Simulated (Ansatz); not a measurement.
All values below come from frozen-core CCSD(T)/cc-pVTZ // PBE-D3(BJ)/def2-TZVP run with Ansatz (a program for electronic structure).

Ansatz 0.2 input:
```yaml
crystal:
  periodic: [false, false, false]
  atoms:
    - { symbol: S, position_ang: [1.36186, -0.87854, 1.000778] }
    - { symbol: Si, position_ang: [-0.068784, 0.46684, 0.173932] }
    - { symbol: S, position_ang: [-1.182616, -0.338607, -1.454302] }
    - { symbol: Br, position_ang: [-1.336276, 1.010198, 1.92346] }
    - { symbol: Br, position_ang: [0.847785, 2.305149, -0.688129] }
    - { symbol: H, position_ang: [1.924485, -1.127009, -0.208901] }
    - { symbol: H, position_ang: [-1.546454, -1.438032, -0.746838] }
basis:
  gaussian: { orbitals: cc-pVTZ }
correlation:
  method: ccsd_t
```

Output:

```
Functional definition: HF
1318 factors; integrals over basis functions are off by at most 8.8e-4 eV
mean field evaluation 1: about -169532.6513 eV, gradient 2.3e1 eV
mean field evaluation 2: about -169533.0444 eV, gradient 2.4e1 eV
mean field evaluation 4: about -169535.0618 eV, gradient 3.2e0 eV
mean field evaluation 8: about -169535.1367 eV, gradient 2.1e-1 eV
mean field evaluation 16: about -169535.1370 eV, gradient 1.4e-6 eV
mean field -169535.13703406 eV, -6230.3013709584 hartree, gradient 1.4e-6 eV, S^2 0.000000; 0 other end points of the search recorded, 0 dependent functions left out
33 core orbitals not correlated
reference -169535.13703406 eV, -6230.3013709584 hartree; 26, 26 occupied and 157, 157 virtual orbitals, 1318 factors
second order -24.96050277 eV of doubles, -0.00000000 eV of singles
cycle   1  -25.61380293 eV  change   -6.5e-1 eV  update   1.1e-1
cycle   2  -26.21787386 eV  change   -6.0e-1 eV  update   3.0e-2
cycle   3  -26.32202043 eV  change   -1.0e-1 eV  update   1.4e-2
cycle   4  -26.30785004 eV  change    1.4e-2 eV  update   3.3e-3
cycle   5  -26.30714374 eV  change    7.1e-4 eV  update   1.2e-3
cycle   6  -26.30676161 eV  change    3.8e-4 eV  update   3.5e-4
cycle   7  -26.30656018 eV  change    2.0e-4 eV  update   1.3e-4
cycle   8  -26.30660206 eV  change   -4.2e-5 eV  update   4.2e-5
perturbative correction -1.19056092 eV, -0.0437523069 hartree
Total energy: -169562.63419704 eV, -6231.3118730597 hartree
```

Cost: very roughly 10 core-minutes.
